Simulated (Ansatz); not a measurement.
`[CH3][Zn][F]` and `[CH3][Cd][F]` differ in one element.

Ansatz, PBE0-D4/def2-TZVP geometries, multiplicity 1. 

Elements past krypton have def2 core potentials. Scalar relativity is left out up to krypton.

```csv
property,`[CH3][Zn][F]`
HOMO energy (B3LYP/def2-TZVPP) / eV,-8.61
HOMO–LUMO gap (ωB97M-V/def2-TZVPP) / eV,12.00
size of the dipole moment (B3LYP/def2-TZVPP) / D,2.85
size of the dipole moment (ωB97M-V/def2-TZVPP) / D,2.73
LUMO energy (PBE0/def2-TZVPP) / eV,-0.51
HOMO–LUMO gap (PBE0/def2-TZVPP) / eV,8.27
```

Q: Give the same properties after the change, and the shifts. (Estimate.)

A: Computed: 
| property | `[CH3][Cd][F]` | shift |
| --- | --- | --- |
| HOMO energy (B3LYP/def2-TZVPP) / eV | -8.30 | 0.31 |
| HOMO–LUMO gap (ωB97M-V/def2-TZVPP) / eV | 11.37 | -0.63 |
| size of the dipole moment (B3LYP/def2-TZVPP) / D | 3.41 | 0.56 |
| size of the dipole moment (ωB97M-V/def2-TZVPP) / D | 3.23 | 0.50 |
| LUMO energy (PBE0/def2-TZVPP) / eV | -0.82 | -0.31 |
| HOMO–LUMO gap (PBE0/def2-TZVPP) / eV | 7.65 | -0.62 |

With PBE0 the HOMO rises by 0.31 eV and the LUMO falls by 0.31 eV, so the gap narrows by about 0.62 eV. PBE moves the HOMO by 0.26 eV and ωB97M-V by 0.41 eV. Dipoles are sizes alone; their direction can turn.

B3LYP here is the variant with VWN-RPA as its local correlation; programs differ in this.
